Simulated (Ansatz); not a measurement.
The cluster Zn2Se2⁻ (the lowest doublet isomer of a short search), 4 atoms. Hardware: 4 threads of Intel Xeon 6975P-C on a shared host.

Correlated methods freeze 36 core orbitals; core or outer-core shells of Se are correlated, in sets that lack core-valence functions.

**Question.** How many basis functions does each of these Ansatz runs have, and roughly what does it cost? r2SCAN-D4/def2-TZVPD, charge -1 quartet, energy, from earlier orbitals; PBE0-D4/def2-TZVPD, charge -1 quartet, energy, from earlier orbitals; PBE-D4/def2-SVP, charge -1 quartet, energy with a search over starts; MP2/def2-TZVPD, charge -1 quartet, energy, from earlier orbitals; MP2/def2-TZVPD, charge -1 doublet, energy, from earlier orbitals; HSE06-D4/def2-TZVPD, charge -1 quartet, energy, from earlier orbitals; HSE06-D4/def2-TZVPD, charge -1 doublet, energy and forces, from earlier orbitals; PBE0-D4/def2-TZVPD, charge -1 doublet, energy, from earlier orbitals; PBE-D4/def2-SVPD, charge -1 quartet, relaxation, 13 steps; PBE-D4/def2-TZVPD, charge 0 triplet at the geometry of the charge -1 doublet, energy, from earlier orbitals; PBE0-D4/def2-TZVPD, charge 0 singlet at the geometry of the charge -1 doublet, energy; r2SCAN-D4/def2-TZVPD, charge 0 triplet at the geometry of the charge -1 doublet, energy, from earlier orbitals.

**Answer.** Other jobs shared the machine, so times can vary by a factor of up to 3. A dash marks memory too small to be measured apart from the calling script's.

| run | functions | fitting or Cholesky vectors | wall time | peak host memory (GiB) |
| --- | --- | --- | --- | --- |
| PBE-D4/def2-TZVPD, charge 0 triplet at the geometry of the charge -1 doublet, energy, from earlier orbitals | 216 | 1774 | 3.5 s | – |
| PBE0-D4/def2-TZVPD, charge 0 singlet at the geometry of the charge -1 doublet, energy | 216 | 1980 | 3.7 s | 1.2 |
| PBE-D4/def2-SVP, charge -1 quartet, energy with a search over starts | 126 | 1408 | 4.5 s | – |
| HSE06-D4/def2-TZVPD, charge -1 quartet, energy, from earlier orbitals | 216 | 1554 | 7 s | 1.1 |
| PBE0-D4/def2-TZVPD, charge -1 doublet, energy, from earlier orbitals | 216 | 1558 | 7 s | 1 |
| MP2/def2-TZVPD, charge -1 doublet, energy, from earlier orbitals | 216 | 1558 | 7.5 s | 0.97 |
| r2SCAN-D4/def2-TZVPD, charge 0 triplet at the geometry of the charge -1 doublet, energy, from earlier orbitals | 216 | 1774 | 7.5 s | – |
| r2SCAN-D4/def2-TZVPD, charge -1 quartet, energy, from earlier orbitals | 216 | 1774 | 7.5 s | – |
| PBE0-D4/def2-TZVPD, charge -1 quartet, energy, from earlier orbitals | 216 | 1554 | 8 s | 1 |
| HSE06-D4/def2-TZVPD, charge -1 doublet, energy and forces, from earlier orbitals | 216 | 1558 | 8.5 s | 1.1 |
| MP2/def2-TZVPD, charge -1 quartet, energy, from earlier orbitals | 216 | 1554 | 14 s | 1 |
| PBE-D4/def2-SVPD, charge -1 quartet, relaxation, 13 steps | 150 | 1660 | 17 s | – |
